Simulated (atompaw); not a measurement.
# Reading a pseudo-wave (Fe)

Columns: radius, all-electron u(r) and pseudo u(r) of the 4s shell (level -5.48 eV) of iron in the configuration [Ne] 3s2 3p6 3d6 4s2 4p0; LDA (PW92), scalar-relativistic, PAW (atompaw) scheme, atompaw 4.2.0.5.

```json
{"r (bohr)": "0.071", "all-electron": "-0.0144", "pseudo": "-0.0046"}
{"r (bohr)": "0.142", "all-electron": "0.1457", "pseudo": "-0.0085"}
{"r (bohr)": "0.213", "all-electron": "0.1538", "pseudo": "-0.0112"}
{"r (bohr)": "0.285", "all-electron": "0.0588", "pseudo": "-0.0121"}
{"r (bohr)": "0.356", "all-electron": "-0.0629", "pseudo": "-0.0105"}
{"r (bohr)": "0.427", "all-electron": "-0.1685", "pseudo": "-0.0061"}
{"r (bohr)": "0.498", "all-electron": "-0.2395", "pseudo": "0.0016"}
{"r (bohr)": "0.569", "all-electron": "-0.2730", "pseudo": "0.0127"}
{"r (bohr)": "0.640", "all-electron": "-0.2731", "pseudo": "0.0275"}
{"r (bohr)": "0.712", "all-electron": "-0.2464", "pseudo": "0.0463"}
{"r (bohr)": "0.783", "all-electron": "-0.2010", "pseudo": "0.0685"}
{"r (bohr)": "0.854", "all-electron": "-0.1431", "pseudo": "0.0943"}
{"r (bohr)": "0.925", "all-electron": "-0.0779", "pseudo": "0.1233"}
{"r (bohr)": "0.996", "all-electron": "-0.0093", "pseudo": "0.1552"}
{"r (bohr)": "1.067", "all-electron": "0.0596", "pseudo": "0.1895"}
{"r (bohr)": "1.138", "all-electron": "0.1269", "pseudo": "0.2257"}
{"r (bohr)": "1.210", "all-electron": "0.1919", "pseudo": "0.2638"}
{"r (bohr)": "1.281", "all-electron": "0.2519", "pseudo": "0.3022"}
{"r (bohr)": "1.352", "all-electron": "0.3073", "pseudo": "0.3405"}
{"r (bohr)": "1.423", "all-electron": "0.3578", "pseudo": "0.3783"}
{"r (bohr)": "1.494", "all-electron": "0.4033", "pseudo": "0.4149"}
{"r (bohr)": "1.565", "all-electron": "0.4438", "pseudo": "0.4496"}
{"r (bohr)": "1.637", "all-electron": "0.4801", "pseudo": "0.4824"}
{"r (bohr)": "1.708", "all-electron": "0.5113", "pseudo": "0.5120"}
{"r (bohr)": "1.779", "all-electron": "0.5382", "pseudo": "0.5382"}
{"r (bohr)": "1.850", "all-electron": "0.5610", "pseudo": "0.5610"}
```

Question: How many radial nodes do the two functions have?

Answer: The all-electron 4s function has n − l − 1 = 3; the pseudo-wave has 1, since 1 lower shell of the same l stays in the valence.

Question: Is the pseudo-wave norm-conserving?

Answer: No, it belongs to a PAW set: the norm inside the radius is not constrained, and the difference is carried by the augmentation charge.
